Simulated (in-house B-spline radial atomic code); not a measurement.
A fraction x of an electron is removed from 3d in the palladium ion Pd⁴⁺, starting from [Kr] 4d6 and keeping the highest spin. Computed with a radial B-spline atomic code at the basis-set limit: scalar-relativistic (X2C) OLYP, spin-polarised, spherical fractional occupations, Fermi nucleus of rms radius 4.5318 fm.

| x | E(x) - E(0) (eV) | 3d down level (eV) |
| --- | --- | --- |
| 0 | 0.0000 | -385.955 |
| 0.12 | 46.6113 | -390.906 |
| 0.21 | 81.9609 | -394.641 |
| 0.3 | 117.6473 | -398.394 |
| 0.49 | 194.0992 | -406.375 |
| 0.5 | 198.1651 | -406.798 |
| 0.51 | ? | ? |
| 0.63 | 251.4064 | -412.306 |
| 0.75 | 301.1898 | -417.422 |
| 0.97 | ? | ? |
| 1 | 406.8869 | -428.177 |

What belongs in the row x = 0.51?

An energy change of 202.2352 eV; 3d down at -407.220 eV.

What belongs in the row x = 0.97?

An energy change of 394.0611 eV; 3d down at -426.879 eV.

Check Janak's theorem between x = 0.12 and 0.21.

The slope of the energy is 392.77 eV; the orbital levels give 392.77 eV (-ε of the emptying orbital, averaged over the two points).
